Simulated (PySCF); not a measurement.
SiHCl₃, SMILES Cl[SiH](Cl)Cl. Heavy atoms are numbered as in [SiH:1]([Cl:2])([Cl:3])[Cl:4]. Hydrogens are named by the atom that carries them.

Coordinates come from a PBE-D3(BJ)/def2-SVP optimisation. The isomer is the one that the SMILES or the coordinates give; other isomers of the formula were not compared.

Calculation: PBE0/pcSseg-2 (PySCF).

GIAO shieldings, no solvent; atoms alike by connectivity are averaged. δ = σ(ref) − σ: ²⁹Si against TMS (σ = 341.9 ppm); ³⁵Cl against HCl (σ = 943.3 ppm); ¹H against TMS (σ = 31.54 ppm), references at their B3LYP-D3(BJ)/def2-TZVP geometries, non-relativistic (without spin–orbit terms, shifts of atoms bonded to Cl or Br come out too high).

| nucleus | atoms | count | δ (ppm) |
|---|---|---|---|
| ²⁹Si | Si1 (SiH) | 1 | 13.1 |
| ³⁵Cl | Cl2 | 3 | 147.8 |
| ¹H | H on Si1 | 1 | 6.72 |
